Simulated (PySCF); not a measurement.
PySCF input file for ReO2Cl, SMILES [O]=[Re](=[O])[Cl] (connectivity only; charge and spin as stated), neutral, multiplicity 3, C-PCM-B3LYP/def2-SVP. The structure is a stationary point at PBE-D3(BJ)/def2-SVP. The multiplicity is an assumed one; other spin states were not compared. The def2 effective core potentials stand for the cores of Re; spin–orbit coupling is left out.

```python
import numpy as np
from pyscf import gto, scf, dft
from pyscf.solvent import pcm

mol = gto.M(
    atom='''
    Re    0.00000000   -0.00000000    0.23878170
    O     0.00000000    1.50869758    1.06060210
    O     0.00000000   -1.50869758    1.06060208
    Cl    0.00000000    0.00000000   -2.05166240
    ''',
    basis='def2-SVP',
    ecp={'Re': 'def2-svp'},
    charge=0,
    spin=2,
    max_memory=1600,
    verbose=3,
)
mf = dft.UKS(mol, xc='b3lyp').density_fit(auxbasis='def2-universal-jkfit')
mf.grids.level = 3
mf.conv_tol = 1e-9
mf.max_cycle = 100
mf.kernel()
fine, coarse = mf.grids, dft.Grids(mol).set(level=1).build(with_non0tab=True)
for _ in range(3):  # follow internal instabilities
    mf.grids = coarse
    mo, _, stable, _ = mf.stability(return_status=True, nroots=4)
    mf.grids = fine
    if stable:
        break
    mf.kernel(mf.make_rdm1(mo, mf.mo_occ))
res = {}
for name, eps in {'water': 78.355, 'tetrahydrofuran': 7.4257, 'methanol': 32.613}.items():
    s = mf.PCM()
    s.with_solvent.method, s.with_solvent.eps, s.with_solvent.lebedev_order = 'C-PCM', eps, 29
    s.kernel(mf.make_rdm1())
    res[name] = (s.e_tot, eps, s.dip_moment(), s.mo_energy, s.converged)
    print(f'{name}: electrostatic solvation free energy {(s.e_tot - mf.e_tot) * 627.509474:.3f} kcal/mol')
```

Output:

```

WARN: HOMO -0.426421212055878 >= LUMO -0.447944435525929


WARN: HOMO -0.116454190070011 >= LUMO -0.13522098283991

converged SCF energy = -688.780891597765  <S^2> = 2.0052378  2S+1 = 3.0034898
<class 'pyscf.df.df_jk.DFUKS'> wavefunction is stable in the internal stability analysis

WARN: PCM is an experimental feature. It is still in testing.
Features and APIs may be changed in the future.

converged SCF energy = -688.789275754199  <S^2> = 2.0055238  2S+1 = 3.0036803
Dipole moment(X, Y, Z, Debye):  0.00000,  0.00001, -0.99972
water: electrostatic solvation free energy -5.261 kcal/mol

WARN: PCM is an experimental feature. It is still in testing.
Features and APIs may be changed in the future.

converged SCF energy = -688.788138948697  <S^2> = 2.0054854  2S+1 = 3.0036547
Dipole moment(X, Y, Z, Debye):  0.00000, -0.00009, -0.97174
tetrahydrofuran: electrostatic solvation free energy -4.548 kcal/mol

WARN: PCM is an experimental feature. It is still in testing.
Features and APIs may be changed in the future.

converged SCF energy = -688.789106819735  <S^2> = 2.0055182  2S+1 = 3.0036765
Dipole moment(X, Y, Z, Debye): -0.00000,  0.00001, -0.99548
methanol: electrostatic solvation free energy -5.155 kcal/mol
```

Self-consistency was reached.

Cost: roughly 30 core-seconds.
